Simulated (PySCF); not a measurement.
Delta-SCF ions had no search for a lower state. Excitations are Tamm–Dancoff values on a coarser integration grid. The basis has no diffuse functions, so Rydberg states are missing or too high.

**C4H5BO2, SMILES `c1oc(B)c(c1)O` (charge 0, multiplicity 1)**

All values below come from PySCF 2.14.0 with PBE-D3(BJ)/def2-TZVP // PBE-D3(BJ)/def2-SVP.

| Quantity | Result |
|---|---|
| HOMO | -5.95 eV |
| dipole moment | 1.85 D |
| HOMO–LUMO gap | 3.26 eV |
| LUMO | -2.69 eV |
| S1 excitation (TDA) | 4.43 eV |
| S1 oscillator strength | 0.095 |
| brightest of the four lowest singlets (TDA) | 5.02 eV |
| T1 excitation (TDA) | 2.79 eV |
| S1–T1 gap (TDA) | 1.64 eV |
| vertical ionisation energy (Delta-SCF) | 8.90 eV |
| total energy | -8991.79 eV |
| cost | very roughly 6 core-minutes |

```xyz
12

B      2.0037    -0.4705    -0.0638
C      0.5132    -0.3802    -0.0273
O     -0.3411    -1.4914    -0.0551
C     -1.6024    -1.0441    -0.0085
C     -1.6757     0.3359     0.0510
C     -0.3187     0.7644     0.0390
O      0.0826     2.0391     0.0837
H      2.6111    -1.5184    -0.1210
H      2.6239     0.5869    -0.0331
H     -2.3868    -1.8110    -0.0234
H     -2.5741     0.9588     0.0969
H      1.0642     2.0305     0.0617
```
Charge 0, spin multiplicity 1.
